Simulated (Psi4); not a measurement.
H₄AlO₄ (SMILES [OH][Al-]([OH])([OH])[OH]), charge -1, singlet, geometry from GFN2-xTB (such geometries of metal compounds can be far from the true shape) (a gas-phase anion, which may not be bound at this level), atoms displaced at random by about 0.05 Å a coordinate; B3LYP/STO-3G (Psi4).

Input for Psi4:
```
memory 2 GB

molecule {
-1 1
Al   -0.02374934   -0.06970344   -0.02393330
O     1.62222027   -0.33910000   -0.58829676
H     1.83706610   -0.45146561   -1.54559142
O     0.04841470    0.27607946    1.68498560
H     0.83188994    0.82974281    2.06237418
O    -0.53300945    1.46451560   -0.88330657
H    -1.45624288    1.70213469   -0.87152823
O    -1.22161605   -1.18813135   -0.32961703
H    -1.11798505   -1.94830780    0.29332196
}

set {
  basis sto-3g
  g_convergence gau_tight
}

optimize('b3lyp')
print_variables()
```

Output, abridged:

```
gradient() will perform analytic gradient computation.

   => Loading Basis Set <=

    Name: STO-3G
    Role: ORBITAL
    Keyword: BASIS

         ---------------------------------------------------------
                                   SCF
               by Justin Turney, Rob Parrish, Andy Simmonett
                          and Daniel G. A. Smith
                              RKS Reference
         ---------------------------------------------------------

  ==> Geometry <==

    Molecular point group: c1
    Full point group: C1

    Geometry (in Angstrom), charge = -1, multiplicity = 1:

       Center              X                  Y                   Z               Mass
    ------------   -----------------  -----------------  -----------------  -----------------
         AL          -0.003866235704    -0.087232888444     0.003088060070    26.981538530000
         O            1.642103374296    -0.356629448444    -0.561275399930    15.994914619570
         H            1.856949204296    -0.468995058444    -1.518570059930     1.007825032230
         O            0.068297804296     0.258550011556     1.712006960070    15.994914619570
         H            0.851773044296     0.812213361556     2.089395540070     1.007825032230
         O           -0.513126345704     1.446986151556    -0.856285209930    15.994914619570
         H           -1.436359775704     1.684605241556    -0.844506869930     1.007825032230
         O           -1.201732945704    -1.205660798444    -0.302595669930    15.994914619570
         H           -1.098101945704    -1.965837248444     0.320343320070     1.007825032230

  Running in c1 symmetry.

  Rotational constants: A =      0.12047  B =      0.11686  C =      0.11051 [cm^-1]
  Rotational constants: A =   3611.63661  B =   3503.38698  C =   3312.96127 [MHz]
  Nuclear repulsion =  242.022910779506532

  Charge       = -1
  Multiplicity = 1
  Electrons    = 50
  Nalpha       = 25
  Nbeta        = 25

  ==> Algorithm <==

  SCF Algorithm Type is DF.
  DIIS enabled.
  MOM disabled.
  Fractional occupation disabled.
  Guess Type is SAD.
  Energy threshold   = 1.00e-08
  Density threshold  = 1.00e-08
  Integral threshold = 1.00e-12

  ==> Primary Basis <==

  Basis Set: STO-3G
    Blend: STO-3G
    Number of shells: 21
    Number of basis functions: 33
    Number of Cartesian functions: 33
    Spherical Harmonics?: true
    Max angular momentum: 1

  ==> DFT Potential <==

   => LibXC <=

    Version 7.1.2
    S. Lehtola, C. Steigemann, M. J. T. Oliveira, and M. A. L. Marques,  SoftwareX 7, 1–5 (2018) (10.1016/j.softx.2017.11.002)

   => Composite Functional: B3LYP <=

    B3LYP Hyb-GGA Exchange-Correlation Functional

    P. J. Stephens, F. J. Devlin, C. F. Chabalowski, and M. J. Frisch,  J. Phys. Chem. 98, 11623 (1994) (10.1021/j100096a001)

    Deriv               =              1
    GGA                 =           TRUE
    Meta                =          FALSE

    Exchange Hybrid     =           TRUE
    MP2 Hybrid          =          FALSE

   => Exchange Functionals <=

    0.0800   Slater exchange
    0.7200         Becke 88

   => Exact (HF) Exchange <=

    0.2000               HF

   => Correlation Functionals <=

    0.1900   Vosko, Wilk & Nusair (VWN5_RPA)
    0.8100   Lee, Yang & Parr

   => LibXC Density Thresholds  <==

    XC_HYB_GGA_XC_B3LYP:  1.00E-15

   => Molecular Quadrature <=

    Radial Scheme          =       TREUTLER
    Pruning Scheme         =           NONE
    Nuclear Scheme         =       TREUTLER

    Blocking Scheme        =         OCTREE
    BS radius alpha        =              1
    Pruning alpha          =              1
    Radial Points          =             75
    Spherical Points       =            302
    Total Points           =         192328
    Total Blocks           =           1492
    Max Points             =            256
    Max Functions          =             30
    Weights Tolerance      =       1.00E-15

   => Loading Basis Set <=

[...]
  @DF-RKS Final Energy:  -538.59521539842024
    Total Energy =                       -538.5952153984202369
  @DF-RKS Final Energy:  -538.59522343854007
    Total Energy =                       -538.5952234385400743
  @DF-RKS Final Energy:  -538.59523466974008
    Total Energy =                       -538.5952346697400799
  @DF-RKS Final Energy:  -538.59526014861069
    Total Energy =                       -538.5952601486106914
  @DF-RKS Final Energy:  -538.59520733638124
    Total Energy =                       -538.5952073363812360
  @DF-RKS Final Energy:  -538.59519323938912
    Total Energy =                       -538.5951932393891184
  @DF-RKS Final Energy:  -538.59519483963470
    Total Energy =                       -538.5951948396347007
[...]
	           D(3,2,1,4)    -155.57380       -0.00001        2.38929    -153.18451
	           D(3,2,1,6)     -31.80786        0.00001        2.45118     -29.35668
	           D(3,2,1,8)      86.30855        0.00000        2.32177      88.63032
	           D(4,1,6,7)     -87.64526        0.00000       -0.01543     -87.66069
	           D(4,1,8,9)     -29.83030        0.00001       -0.94848     -30.77878
	           D(5,4,1,6)     -86.47482        0.00000        0.34637     -86.12845
	           D(5,4,1,8)     155.53868        0.00000        0.31101     155.84970
	           D(6,1,8,9)    -153.53127       -0.00002       -1.08101    -154.61228
	           D(7,6,1,8)      30.39351       -0.00000       -0.06127      30.33223
	-------------------------------------------------------------------------------

	                                 ==> Convergence Check <==

	Measures of convergence in internal coordinates in au.

	Criteria marked as inactive (o), active & met (*), and active & unmet ( ).

	----------------------------------------------------------------------------------------------
	   Step    Total Energy     Delta E     Max Force     RMS Force      Max Disp      RMS Disp
	----------------------------------------------------------------------------------------------
	  Convergence Criteria              o    1.50e-05 *    1.00e-05 *    6.00e-05 *    4.00e-05 *
	----------------------------------------------------------------------------------------------
	    50    -538.59519484   -1.60e-06 o    3.54e-04      1.44e-04      4.28e-02      1.43e-02    ~
	----------------------------------------------------------------------------------------------

Next Geometry in Ang
	Fragment 1 (Ang)

	   Al  -0.0015769309  -0.0054050932   0.0004692494
	    O   1.6448740115  -0.4400429663  -0.4653656354
	    H   1.6877351387  -0.0970272518  -1.4368478854
	    O   0.0068104289   0.2046273585   1.7532489946
	    H   0.9620546530   0.5541902601   1.9220751492
	    O  -0.4186042792   1.4314696140  -0.9368081555
	    H  -1.4469683735   1.3684274572  -0.9801779506
	    O  -1.2410072456  -1.2122522531  -0.3528849444
	    H  -1.2146397004  -1.8010129669   0.4932920770

    Structure for next step:
    Molecular point group: c1
    Full point group: C1

    Geometry (in Angstrom), charge = -1, multiplicity = 1:

    AL           0.000331133651    -0.001403119386     0.000658287089
    O            1.646782076129    -0.436040992462    -0.465176597660
    H            1.689643203285    -0.093025277986    -1.436658847713
    O            0.008718493448     0.208629332369     1.753438032336
    H            0.963962717631     0.558192233887     1.922264186894
    O           -0.416696214569     1.435471587867    -0.936619117747
    H           -1.445060308950     1.372429431008    -0.979988912879
    O           -1.239099180952    -1.208250279277    -0.352695906655
    H           -1.212731635760    -1.797010993119     0.493481114726

PsiException: Could not converge geometry optimization in 50 iterations.

Traceback (most recent call last):
  File "psi4", line 375, in <module>
  File "<string>", line 30, in <module>
  File "site-packages/psi4/driver/driver.py", line 1371, in optimize

psi4.driver.p4util.exceptions.OptimizationConvergenceError: Could not converge geometry optimization in 50 iterations.

Printing out the relevant lines from the Psithon --> Python processed input file:
    H    -1.11798505   -1.94830780    0.29332196
    """)
    core.IO.set_default_namespace("")
    core.set_global_option("BASIS", "sto-3g")
    core.set_global_option("G_CONVERGENCE", "gau_tight")
--> optimize('b3lyp')
    print_variables()

!-------------------------------------------------------------!
!                                                             !
!  Could not converge geometry optimization in 50 iterations. !
!                                                             !
!-------------------------------------------------------------!
```

Convergence was not reached.
